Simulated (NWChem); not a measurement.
Isomers of C$_{4}$H$_{7}$N, each optimised at B3LYP/6-31G* with NWChem, gas phase unless a solvent is named. Flexible species stand in one conformer each, which need not be the lowest. Pople sets run with spherical d functions. Relative energies count from the lowest isomer at each level and are electronic, without zero-point energy, on those geometries.

A: C1C=CN1C
B: CC=C=CN
C: C=C/C=N/C
D: C(C)#CCN

Q: Which isomer is lowest, and do the levels agree? Levels: B3LYP/6-31G*; PBE/def2-TZVP; B3LYP/def2-TZVP; r2SCAN/def2-TZVP; Hartree-Fock/def2-TZVP; BLYP/def2-TZVP.

A: All put C lowest.
| quantity | A | B | C | D |
|---|---|---|---|---|
| relative energy, B3LYP/6-31G* (kcal/mol) | 21.4 | 13.3 | 0.0 | 16.8 |
| relative energy, PBE/def2-TZVP (kcal/mol) | 17.8 | 6.9 | 0.0 | 12.0 |
| relative energy, B3LYP/def2-TZVP (kcal/mol) | 22.8 | 8.6 | 0.0 | 11.9 |
| relative energy, r2SCAN/def2-TZVP (kcal/mol) | 18.9 | 7.9 | 0.0 | 11.8 |
| relative energy, Hartree-Fock/def2-TZVP (kcal/mol) | 24.6 | 11.9 | 0.0 | 10.1 |
| relative energy, BLYP/def2-TZVP (kcal/mol) | 24.9 | 8.4 | 0.0 | 13.1 |
